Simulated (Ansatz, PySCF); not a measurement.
Gas-phase reaction 2 R1 → 0.5 P1 + P2, each structure at its B3LYP-D3(BJ)/def2-TZVP stationary point, reached from a drawn start (curvature not checked).
P1: S2 (SMILES [S][S]), charge 0, multiplicity 3.
R1: OS (SMILES O=S), charge 0, multiplicity 3.
P2: SO2 (SMILES O=[S+][O-]), charge 0, multiplicity 1.

```tsv
level	reaction energy (kJ/mol)	minus CCSD(T)/CBS(cc-pV(T+d)Z, cc-pV(Q+d)Z)	cost
HF/cc-pV(Q+d)Z	-98.8	150.8	-
PBE-D3(BJ)/def2-TZVPP	-232.8	16.9	×1
BLYP/def2-TZVPP	-207.6	42.0	×0.9
BLYP-D4/def2-TZVPP	-213.4	36.2	×0.9
revPBE/def2-TZVPP	-214.9	34.7	×1
r2SCAN/def2-TZVPP	-214.6	35.0	×1
r2SCAN-D3(BJ)/def2-TZVPP	-215.2	34.5	×1
r2SCAN-D4/def2-TZVPP	-215.1	34.5	×1
B3LYP/def2-TZVPP	-205.9	43.7	×1
PBE0/def2-TZVPP	-217.8	31.9	×1
PBE0-D4/def2-TZVPP	-219.9	29.7	×1
BHLYP-D3(BJ)/def2-TZVPP	-192.2	57.4	×1
M06-2X/def2-TZVPP	-223.8	25.9	-
CAM-B3LYP-D3(BJ)/def2-TZVPP	-207.5	42.1	×2
wB97X-V/def2-TZVPP	-220.3	29.3	×2
MP2/cc-pV(T+d)Z	-264.5	-14.8	-
SCS-MP2/cc-pV(D+d)Z	-231.0	18.6	-
CCSD(T)/cc-pV(T+d)Z	-229.4	20.2	×5
CCSD(T)/cc-pV(Q+d)Z	-241.4	8.2	×20
CCSD(T)/CBS(cc-pV(T+d)Z, cc-pV(Q+d)Z)	-249.6	0.0	×30
```

 The comparison column counts from a level with limits of its own.

P less R. No zero-point or thermal terms; singlets are restricted closed shells; open shells are unrestricted; no spin–orbit coupling.

Frozen-core correlation throughout. CBS: X⁻³ extrapolation of the correlation energy, Hartree–Fock from the larger set.

The values were computed with Ansatz (Gaussian orbitals); PySCF for M06-2X and the D3/D4 terms. No computed number here is a measurement.

Costs are rough ratios of core time to PBE/def2-TZVPP (about 3 s over the structures, on one shared machine); a dash marks a level with no comparable run of its own.

Ansatz is a program for electronic structure.
